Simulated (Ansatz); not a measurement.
Isomers of Mg2Cl2⁺ (doublet), relaxed with PBE0-D4/def2-TZVP; total energies from Ansatz at PBE0-D4/def2-TZVP.

```json
{"isomer": "A", "description": "point group Cs; 3 × Cl–Mg 2.13 to 2.45 Å", "energy (Eh)": "-1319.97627"}
{"isomer": "B", "description": "point group D2h; 4 × Cl–Mg 2.34 Å", "energy (Eh)": "-1319.98236"}
```

The isomers come from a short search, and lower ones may exist.

Task: Work out the relative energies (1 Eh = 2625.5 kJ/mol) and the Boltzmann populations at 1200 K from electronic energies alone (R = 8.314 J/mol/K).

Result: ΔE: A 16.0, B 0.0 kJ/mol. RT = 9.98 kJ/mol. Factors exp(−ΔE/RT): A 0.201, B 1; sum 1.201. Populations: A 16.7 %, B 83.3 %. Zero-point energy, vibrational entropy and symmetry numbers are left out and can shift these; an error of 4 kJ/mol changes a ratio by a factor of 1.5. Over the other density-functional and correlated levels in def2 sets, the gap between B and A ranges from -24 to 30 kJ/mol.
